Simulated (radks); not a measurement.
Problem. All-electron atom: a nucleus of charge 39.5 with 38 electrons in [Kr] 5s2. All-electron calculation, scalar-relativistic Kohn-Sham, r2SCAN, spin-polarised, spherical densities, finite nucleus; meta-GGA in the generalised Kohn-Sham scheme; Fermi nuclear charge, rms radius 4.243 fm. Program: a radial shooting solver on a logarithmic mesh with Libxc functionals. Some entries of the table are withheld. Estimate them.

orbital  occ.  eigenvalue (eV)  <1/r> (bohr^-1)  r(max) (bohr)
1s          2        -17398.87            40.68        0.02448
2s          2        -2422.981            9.129            (1)
2p          6        -2158.333            8.883         0.1111
3s          2        -410.5722            3.093         0.4141
3p          6        -323.6051            2.930         0.4087
3d         10        -181.1482              (2)         0.3554
4s          2         -68.1033            1.091          1.100
4p          6         -45.9702           0.9627            (3)
5s          2              (4)           0.3921          2.942

Solution. 
(1) 2s r(max) (bohr): 0.1388
(2) 3d <1/r> (bohr^-1): 2.681
(3) 4p r(max) (bohr): 1.202
(4) 5s eigenvalue (eV): -14.4181
